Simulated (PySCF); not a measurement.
CH₆ClFSi₂.

```xyz
11

F      1.7601    -0.6744     0.7575
Si     0.9293    -0.1550    -0.5330
Cl     0.5066     1.8375    -0.2287
C     -0.6408    -1.1218    -0.6618
Si    -1.9366    -0.7728     0.6724
H      1.8241    -0.2649    -1.7102
H     -1.0946    -0.9317    -1.6498
H     -0.3728    -2.1927    -0.6308
H     -2.9926    -1.8287     0.6229
H     -2.5703     0.5563     0.4372
H     -1.3001    -0.7866     2.0223
```

Geometry: PBE0-D3(BJ)/def2-SVP. The structure was generated by enumeration; whether it is a known compound was not checked. One conformer was computed; it need not be the lowest.

Computed with B3LYP/pcSseg-1 run with PySCF. Non-relativistic, no solvent.

Computed absolute GIAO shielding of each atom: isotropic value and principal components (ppm):
| atom | σ(iso) | σ11 | σ22 | σ33 | span |
|---|---|---|---|---|---|
| F1 | 325.3 | 264.6 | 332.1 | 379.4 | 114.8 |
| Si2 | 322.7 | 289.2 | 318.2 | 360.6 | 71.4 |
| Cl3 | 868.1 | 714.3 | 904.9 | 985.2 | 270.9 |
| C4 | 181.8 | 169.7 | 182.2 | 193.6 | 23.9 |
| Si5 | 412.6 | 392.1 | 399.1 | 446.7 | 54.6 |
| H6 | 25.8 | 22.2 | 23.2 | 32.0 | 9.8 |
| H7 | 31.4 | 27.7 | 28.4 | 38.1 | 10.4 |
| H8 | 31.2 | 26.5 | 28.4 | 38.6 | 12.0 |
| H9 | 27.5 | 24.0 | 25.2 | 33.2 | 9.3 |
| H10 | 27.3 | 23.5 | 26.7 | 31.7 | 8.1 |
| H11 | 27.4 | 23.8 | 26.4 | 31.9 | 8.1 |
